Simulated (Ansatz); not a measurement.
# InCl (SMILES [Cl][In]): the energy, rung by rung

InCl has 2 atoms, charge 0, and is taken as a singlet. As SMILES, `[Cl][In]`. Geometry: a GFN2-xTB relaxation, a rough one for these elements and not checked as a minimum.

```xyz
2

Cl    0.0000    0.0000    0.0000
In    0.0000    0.0000    2.3857
```

Quantity: the energy change with the Cl1–In2 bond stretched from 2.386 to 3.620 Å, in eV. The values are calculated.

```csv
level,kind,program,value (eV),less FCI/STO-3G,CPU time (all runs)
SVWN5/STO-3G (restricted),LDA,Ansatz,3.59,+0.07,1.3 s
BLYP/STO-3G (restricted),GGA,Ansatz,3.20,-0.32,1.9 s
r2SCAN/STO-3G (restricted),meta-GGA,Ansatz,3.41,-0.11,4.8 s
BHLYP/STO-3G (restricted),global hybrid,Ansatz,3.56,+0.04,1.9 s
wB97X/STO-3G (restricted),range-separated hybrid,Ansatz,3.70,+0.18,7.3 s
B2PLYP/STO-3G (restricted),double hybrid,Ansatz,3.46,-0.06,2.9 s
MP2/STO-3G (restricted),perturbation theory,Ansatz,3.56,+0.04,0.74 s
CCSDT/STO-3G (restricted),coupled cluster or CI,Ansatz,3.52,0.00,1.2 s
FCI/STO-3G,exact in the basis,Ansatz,3.52,0.00,1.4 s
```

FCI/STO-3G is exact within its basis and frozen core, so for wave-function methods in that basis the difference is their error; functionals converge differently with the basis, so for them it is only a difference. All-electron rows without a relativistic Hamiltonian named are non-relativistic. The first shape isn't each level's own minimum. The values span 3.20 to 3.70 eV. All rows use very small basis sets, so none should be taken for the real molecule's value. In the correlated wave-function rows the outer d shell of In is correlated, in sets not made for it. In so small a basis fixed costs decide the times, and correlated methods can beat functionals. CPU times are rough (shared hosts, several kinds of processor and program).
